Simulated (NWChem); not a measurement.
System: NbH3O4; SMILES [O]=[Nb]([OH])([OH])[OH]

Input file for NWChem:

```
start job
memory heap 200 mb stack 900 mb global 1100 mb
geometry units angstroms noautosym nocenter noautoz
  Nb     0.000000     0.000000    -0.052287
  O      0.000000     0.000000     1.645184
  O     -0.741653     1.635085    -0.663307
  H     -1.089402     2.401836    -0.199177
  O     -1.045198    -1.459833    -0.663307
  H     -1.535350    -2.144368    -0.199177
  O      1.786851    -0.175252    -0.663307
  H      2.624752    -0.257468    -0.199177
end
basis spherical
  * library def2-svp
end
ecp
  Nb library def2-ecp
end
dft
  xc xcamb88 1.00 lyp 0.81 vwn_5 0.19 hfexch 1.00
  cam 0.33 cam_alpha 0.19 cam_beta 0.46
  iterations 150
  vectors input atomic output neutral.movecs
end
task dft energy
charge 1
dft
  odft
  mult 2
  vectors input atomic output cation.movecs
end
task dft energy
```

NWChem printed, in part:

```
             Northwest Computational Chemistry Package (NWChem) 7.3.0
             --------------------------------------------------------

                             Geometry "geometry" -> ""
                             -------------------------

 Output coordinates in angstroms (scale by  1.889725989 to convert to a.u.)

  No.       Tag          Charge          X              Y              Z
 ---- ---------------- ---------- -------------- -------------- --------------
    1 Nb                  41.0000     0.00000000     0.00000000    -0.05228700
    2 O                    8.0000     0.00000000     0.00000000     1.64518400
    3 O                    8.0000    -0.74165300     1.63508500    -0.66330700
    4 H                    1.0000    -1.08940200     2.40183600    -0.19917700
    5 O                    8.0000    -1.04519800    -1.45983300    -0.66330700
    6 H                    1.0000    -1.53535000    -2.14436800    -0.19917700
    7 O                    8.0000     1.78685100    -0.17525200    -0.66330700
    8 H                    1.0000     2.62475200    -0.25746800    -0.19917700

 Effective nuclear repulsion energy (a.u.)     492.8985623941

                                 NWChem DFT Module
                                 -----------------

 Summary of "ao basis" -> "ao basis" (spherical)
 ------------------------------------------------------------------------------
       Tag                 Description            Shells   Functions and Types
 ---------------- ------------------------------  ------  ---------------------
 Nb                         def2-svp                11       31   5s3p2d1f
 O                          def2-svp                 6       14   3s2p1d
 H                          def2-svp                 3        5   2s1p

            General Information
            -------------------
          SCF calculation type: DFT
          Wavefunction type:  closed shell.
          No. of atoms     :     8
          No. of electrons :    48
           Alpha electrons :    24
            Beta electrons :    24
          Charge           :     0
          Spin multiplicity:     1
          Use of symmetry is: off; symmetry adaption is: off
          Maximum number of iterations: 150
          AO basis - number of functions:   102
                     number of shells:    44
          Convergence on energy requested:  1.00D-06
          Convergence on density requested:  1.00D-05
          Convergence on gradient requested:  5.00D-04

              XC Information
              --------------
                     Hartree-Fock (Exact) Exchange  1.000
                   CAM-Becke88 Exchange Functional  1.000
                      VWN V Correlation Functional  0.190 local
              Lee-Yang-Parr Correlation Functional  0.810

           Range-Separation Parameters
           ---------------------------
           Alpha           :  0.19
           Beta            :  0.46
           Gamma           :  0.33
           Short-Range HF  :     F

             Grid Information
             ----------------
          Grid used for XC integration:  medium
          Radial quadrature: Mura-Knowles
          Angular quadrature: Lebedev.
          Tag              B.-S. Rad. Rad. Pts. Rad. Cut. Ang. Pts.
          ---              ---------- --------- --------- ---------
          Nb                  1.45      123           9.0       590
          O                   0.60       49          10.0       434
          H                   0.35       45          12.0       434
          Grid pruning is: on
          Number of quadrature shells:   454
          Spatial weights used:  Erf1

      Superposition of Atomic Density Guess
      -------------------------------------

 Sum of atomic energies:        -365.01418947

      Non-variational initial energy
      ------------------------------

 Total energy =    -356.944639
 1-e energy   =    -942.478877
 2-e energy   =     366.796984
 HOMO         =      -0.491764
 LUMO         =      -0.043136

   convergence    iter        energy       DeltaE   RMS-Dens  Diis-err
 ---------------- ----- ----------------- --------- --------- ---------
 d= 0,ls=0.0,diis     1   -359.1205172164 -5.78D+02  3.36D-02  3.35D+00
 d= 0,ls=0.0,diis     2   -356.6229326456  2.50D+00  2.41D-02  2.93D+01
 d= 0,ls=0.0,diis     3   -359.4824256511 -2.86D+00  4.57D-03  5.28D-01
 d= 0,ls=0.0,diis     4   -359.5171519997 -3.47D-02  1.64D-03  1.56D-01
 d= 0,ls=0.0,diis     5   -359.5314296585 -1.43D-02  4.44D-04  2.91D-03
  Resetting Diis
 d= 0,ls=0.0,diis     6   -359.5317759904 -3.46D-04  9.62D-05  2.48D-04
 d= 0,ls=0.0,diis     7   -359.5318024313 -2.64D-05  2.18D-05  3.28D-06
 d= 0,ls=0.0,diis     8   -359.5318025020 -7.07D-08  1.24D-05  3.86D-06
 d= 0,ls=0.0,diis     9   -359.5318028165 -3.15D-07  4.64D-06  7.81D-07

         Total DFT energy =     -359.531802816482
      One electron energy =     -948.416722751101
           Coulomb energy =      412.338665983378
    Exchange-Corr. energy =      -42.190999776941
 Nuclear repulsion energy =      218.737253728182

 Numeric. integr. density =       48.000009613464

                       DFT Final Molecular Orbital Analysis
                       ------------------------------------

 Vector   22  Occ=2.000000D+00  E=-3.949866D-01
              MO Center= -2.1D-01,  2.9D-01, -3.8D-01, r^2= 3.9D+00
   Bfn.  Coefficient  Atom+Function         Bfn.  Coefficient  Atom+Function
  ----- ------------  ---------------      ----- ------------  ---------------
    51      0.385078  3 O  pz                54      0.287618  3 O  pz
    70     -0.227231  5 O  pz                36     -0.220389  2 O  py
    88      0.220673  7 O  py                68     -0.200091  5 O  px
    73     -0.169720  5 O  pz                91      0.167911  7 O  py
    39     -0.164076  2 O  py                89     -0.157847  7 O  pz

 Vector   23  Occ=2.000000D+00  E=-3.917264D-01
              MO Center= -1.2D-06, -9.1D-07,  6.3D-01, r^2= 3.5D+00
   Bfn.  Coefficient  Atom+Function         Bfn.  Coefficient  Atom+Function
  ----- ------------  ---------------      ----- ------------  ---------------
    37      0.473222  2 O  pz                40      0.284766  2 O  pz
     2      0.280861  1 Nb s                 51     -0.220279  3 O  pz
    70     -0.220279  5 O  pz                89     -0.220278  7 O  pz
    17     -0.217360  1 Nb d  0               4     -0.214020  1 Nb s
     8      0.191300  1 Nb pz                54     -0.160032  3 O  pz

 Vector   24  Occ=2.000000D+00  E=-3.868285D-01
              MO Center= -8.7D-07,  4.5D-06, -6.4D-01, r^2= 3.8D+00
   Bfn.  Coefficient  Atom+Function         Bfn.  Coefficient  Atom+Function
  ----- ------------  ---------------      ----- ------------  ---------------
    88     -0.367036  7 O  py                49      0.335864  3 O  px
    68     -0.299862  5 O  px                91     -0.286824  7 O  py
    52      0.262464  3 O  px                71     -0.234331  5 O  px
    69      0.214696  5 O  py                72      0.167775  5 O  py
    50      0.152341  3 O  py                53      0.119049  3 O  py

 Vector   25  Occ=0.000000D+00  E= 2.099845D-02
              MO Center=  8.6D-05, -2.7D-06,  5.6D-02, r^2= 9.9D+00
   Bfn.  Coefficient  Atom+Function         Bfn.  Coefficient  Atom+Function
  ----- ------------  ---------------      ----- ------------  ---------------
     5      1.467555  1 Nb s                  4     -0.563626  1 Nb s
    48     -0.251474  3 O  s                 67     -0.251473  5 O  s
    86     -0.251477  7 O  s                  2     -0.148693  1 Nb s
    47     -0.109687  3 O  s                 66     -0.109686  5 O  s
    85     -0.109691  7 O  s                 61      0.107785  4 H  s

 Vector   26  Occ=0.000000D+00  E= 2.530997D-02
              MO Center=  3.5D-02,  3.2D-02, -3.4D-02, r^2= 2.2D+00
   Bfn.  Coefficient  Atom+Function         Bfn.  Coefficient  Atom+Function
  ----- ------------  ---------------      ----- ------------  ---------------
    16     -0.590305  1 Nb d -1              15      0.547378  1 Nb d -2
    18      0.339739  1 Nb d  1              36      0.187017  2 O  py
    88     -0.183554  7 O  py                39      0.173242  2 O  py
    91     -0.167798  7 O  py                49     -0.138139  3 O  px
    80     -0.137916  6 H  s                 19     -0.127521  1 Nb d  2

 Vector   27  Occ=0.000000D+00  E= 2.531015D-02
              MO Center= -3.5D-02, -3.2D-02, -3.4D-02, r^2= 2.2D+00
   Bfn.  Coefficient  Atom+Function         Bfn.  Coefficient  Atom+Function
  ----- ------------  ---------------      ----- ------------  ---------------
    18      0.590307  1 Nb d  1              19     -0.547377  1 Nb d  2
    16      0.339740  1 Nb d -1              35      0.187018  2 O  px
    38      0.173244  2 O  px                68     -0.168954  5 O  px
    71     -0.158762  5 O  px                52     -0.133107  3 O  px
    15     -0.127521  1 Nb d -2              49     -0.127485  3 O  px

     Multipole analysis of the density
     ---------------------------------

     L   x y z        total         alpha         beta         nuclear
     -   - - -        -----         -----         ----         -------
     0   0 0 0      0.000000    -24.000000    -24.000000     48.000000

     1   1 0 0     -0.000003     -0.000002     -0.000002      0.000000
     1   0 1 0     -0.000001     -0.000000     -0.000000      0.000000
     1   0 0 1      0.145040      3.885191      3.885191     -7.625343

     2   2 0 0    -27.877319   -101.636885   -101.636885    175.396451
     2   1 1 0     -0.000004      0.000002      0.000002     -0.000008
     2   1 0 1     -0.000010     -0.000005     -0.000005      0.000000
     2   0 2 0    -27.877351   -101.636960   -101.636960    175.396569
     2   0 1 1     -0.000001     -0.000000     -0.000000     -0.000000
     2   0 0 2    -39.640669    -77.612702    -77.612702    115.584735

[...]
```

Level: CAM-B3LYP/def2-SVP with def2 effective core potentials on Nb, vertical spin-unrestricted ions. Coordinates come from a PBE0/def2-SVP optimisation. Not confirmed as a minimum by frequencies. def2 effective core potentials on Nb; no spin-orbit coupling.
